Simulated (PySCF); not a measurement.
B⁺ (boron, charge +1) across methods

[He] 2s2, closed-shell 1S. Calculation: PySCF 2.14, in aug-cc-pV5Z; no relativity, point nucleus.

```tsv
method	E (hartree)	mean ε 1s (eV)	mean ε 2s (eV)	Σ⟨r²⟩ (bohr²)	⟨S²⟩
LDA	-24.0381	-191.67	-19.408	7.880	0.000
PBE	-24.2932	-193.56	-19.505	7.802	0.000
PBE0	-24.3019	-201.01	-20.793	7.802	0.000
MN15	-24.3306	-198.43	-21.349	7.832	0.000
r2SCAN	-24.3159	-196.71	-19.731	7.838	0.000
HSE06	-24.3050	-200.61	-20.378	7.802	0.000
UHF	-24.23755	-222.75	-23.778	7.937	0.000
```

Task: Estimate the same row for wB97X-V.

Result: E (hartree) = -24.3428; mean ε 1s (eV) = -202.55; mean ε 2s (eV) = -23.331; Σ⟨r²⟩ (bohr²) = 7.835; ⟨S²⟩ = 0.000.
